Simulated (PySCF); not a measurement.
A geometry optimisation on `Ic1ccc(N)cc1`.

Method: PBE0-D3(BJ)/def2-SVP geometry optimisation, gas phase, def2 core potentials past Kr (PySCF 2.14.0). Start geometry: GFN2-xTB. The input is one job of a driver script: a line of settings, then coordinates in Å.

Input:
```
{"job": {"xc": "PBE0", "basis": "def2-SVP", "d3": "d3bj", "grid": 1, "maxiter": 30, "shake": 0.01, "kind": "geom"}, "charge": 0, "multiplicity": 1}
N     -2.329360     0.116390     0.207590
C     -0.989600     0.063290     0.067640
C     -0.407470    -1.037110    -0.554660
C      1.019530    -1.143650    -0.622720
C      1.778420    -0.159740    -0.086240
I      3.887770    -0.313920    -0.192170
C      1.223380     0.946850     0.538420
C     -0.144530     1.063920     0.603850
H     -2.904870    -0.431140    -0.386790
H     -2.744810     1.042180     0.422110
H     -1.020550    -1.811760    -0.958990
H      1.437930    -2.003060    -1.091820
H      1.809230     1.732360     0.949880
H     -0.622230     1.920320     1.096140
```

What does the run print?

```
step   0  E = -584.18185690  max force = 0.058948
step   1  E = -584.18645250  max force = 0.010250
step   2  E = -584.18796353  max force = 0.014421
step   3  E = -584.18823087  max force = 0.004367
step   4  E = -584.18856767  max force = 0.002497
step   5  E = -584.18853614  max force = 0.003232
step   6  E = -584.18867663  max force = 0.001209
step   7  E = -584.18868850  max force = 0.000512
step   8  E = -584.18868994  max force = 0.000606
step   9  E = -584.18869332  max force = 0.000095
optimisation converged
```

Energies in Eh; «max force» is the largest Cartesian gradient component in Eh/bohr.

Give the first gradient maximum in eV/Å.

With 1 Eh/bohr = 51.422 eV/Å, 3.031 eV/Å.

How much energy does the optimisation release, in kcal/mol?

E(step 0) − E(last step) = 0.006836 Eh, which is 4.3 kcal/mol.

In short: final energy -584.18869 Eh after 9 steps; dipole 3.71 D.

Give the final coordinates.

0.029 Å rms from the input after alignment:
```
atom  x, y, z in Å
N1    -2.3663    0.1908    0.1560
C2    -0.9974    0.0805    0.0641
C3    -0.3983   -1.0662   -0.4860
C4     0.9843   -1.1998   -0.5375
C5     1.8026   -0.1864   -0.0393
I6     3.8943   -0.3849   -0.1172
C7     1.2288    0.9600    0.5095
C8    -0.1541    1.0904    0.5597
H9    -2.9176   -0.3990   -0.4521
H10   -2.7462    1.1191    0.2804
H11   -1.0293   -1.8692   -0.8769
H12    1.4223   -2.1008   -0.9712
H13    1.8596    1.7605    0.9007
H14   -0.5918    1.9926    0.9954
```

On one thread, Arm Neoverse V1 (aarch64), no GPU, shared host, this took 2.2 min of wall time and 0.62 GiB of memory at its peak.
Labels such as C1 count atoms from 1, the log's own numbers from 0.
